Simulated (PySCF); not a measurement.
O2Si, charge +1, doublet, geometry from GFN2-xTB (a state made from the parent by changing its charge; the spin is typed, not shown lowest); DF-B3LYP/def2-TZVP in PySCF.

The PySCF input:
```python
from pyscf import gto, scf, dft

mol = gto.M(
    atom='''
O    -1.48961561    0.17688023   -0.04245102
Si   -0.00491603   -0.05453814    0.03992787
O     1.49821866   -0.08143848   -0.02742276
''',
    basis='def2-tzvp',
    charge=1,
    spin=1,
    verbose=4,
)

mf = dft.UKS(mol)
mf.xc = 'b3lyp'
mf = mf.density_fit(auxbasis='def2-universal-jkfit')
mf.kernel()
```

**Question.** Predict the main parts of the log of this PySCF run.

**Answer.** 
```
PySCF version 2.14.0

[INPUT] verbose = 4
[INPUT] num. atoms = 3
[INPUT] num. electrons = 29
[INPUT] charge = 1
[INPUT] spin (= nelec alpha-beta = 2S) = 1
[INPUT] symmetry False subgroup None
[INPUT] Mole.unit = angstrom
[INPUT] Symbol           X                Y                Z      unit          X                Y                Z       unit  Magmom
[INPUT]  1 O     -1.489615610000   0.176880230000  -0.042451020000 AA   -2.814965533777   0.334255191550  -0.080220801508 Bohr   0.0
[INPUT]  2 Si    -0.004916030000  -0.054538140000   0.039927870000 AA   -0.009289950320  -0.103062147943   0.075452739037 Bohr   0.0
[INPUT]  3 O      1.498218660000  -0.081438480000  -0.027422760000 AA    2.831222942113  -0.153896423201  -0.051821505980 Bohr   0.0

nuclear repulsion = 90.0601803656443
number of shells = 35
number of NR pGTOs = 155
number of NR cGTOs = 99
basis = def2-tzvp
ecp = {}

******** <class 'pyscf.df.df_jk.DFUKS'> ********
method = DFUKS
initial guess = minao
damping factor = 0
level_shift factor = 0
DIIS = <class 'pyscf.scf.diis.CDIIS'>
diis_start_cycle = 1
diis_space = 8
diis_damp = 0
SCF conv_tol = 1e-09
SCF conv_tol_grad = None
SCF max_cycles = 50
direct_scf = False
number electrons alpha = 15  beta = 14
XC library pyscf.dft.libxc version 7.1.2
    S. Lehtola, C. Steigemann, M. J. T. Oliveira, and M. A. L. Marques,  SoftwareX 7, 1–5 (2018)
XC functionals = b3lyp
    P. J. Stephens, F. J. Devlin, C. F. Chabalowski, and M. J. Frisch,  J. Phys. Chem. 98, 11623 (1994)
radial grids:
    Treutler-Ahlrichs [JCP 102, 346 (1995); DOI:10.1063/1.469408] (M4) radial grids

becke partition: Becke, JCP 88, 2547 (1988); DOI:10.1063/1.454033
pruning grids: <function nwchem_prune>
grids dens level: 3
symmetrized grids: False
atomic radii adjust function: <function treutler_atomic_radii_adjust>
small_rho_cutoff = 0
Set gradient conv threshold to 3.16228e-05
tot grids = 47344
******** <class 'pyscf.df.df.DF'> ********
auxbasis = def2-universal-jkfit
init E= -440.265558464665

cycle= 1 E= -439.400111738412  delta_E= 0.865  |g|= 0.631  |ddm|= 1.46
cycle= 2 E= -438.641892538093  delta_E= 0.758  |g|= 1.51  |ddm|= 1.46
cycle= 3 E= -439.582870237206  delta_E= -0.941  |g|= 0.0331  |ddm|= 0.957
cycle= 4 E= -439.583534225856  delta_E= -0.000664  |g|= 0.0219  |ddm|= 0.0446
cycle= 5 E= -439.583752524092  delta_E= -0.000218  |g|= 0.00604  |ddm|= 0.013
cycle= 6 E= -439.583805157677  delta_E= -5.26e-05  |g|= 0.00171  |ddm|= 0.0115
cycle= 7 E= -439.583806878786  delta_E= -1.72e-06  |g|= 0.00301  |ddm|= 0.00416
cycle= 8 E= -439.583810783401  delta_E= -3.9e-06  |g|= 0.00107  |ddm|= 0.00201
cycle= 9 E= -439.583812021176  delta_E= -1.24e-06  |g|= 0.000324  |ddm|= 0.00159
cycle= 10 E= -439.583812391488  delta_E= -3.7e-07  |g|= 0.000173  |ddm|= 0.00101
cycle= 11 E= -439.583812608832  delta_E= -2.17e-07  |g|= 8.37e-05  |ddm|= 0.0011
cycle= 12 E= -439.583812647967  delta_E= -3.91e-08  |g|= 3.73e-05  |ddm|= 0.000518
cycle= 13 E= -439.583812651765  delta_E= -3.8e-09  |g|= 5.21e-06  |ddm|= 0.000191
cycle= 14 E= -439.58381265179  delta_E= -2.51e-11  |g|= 1.53e-06  |ddm|= 1.45e-05
Extra cycle  E= -439.583812651788  delta_E= 1.82e-12  |g|= 2.63e-06  |ddm|= 2.36e-06
converged SCF energy = -439.583812651788  <S^2> = 0.78762943  2S+1 = 2.0372819
```
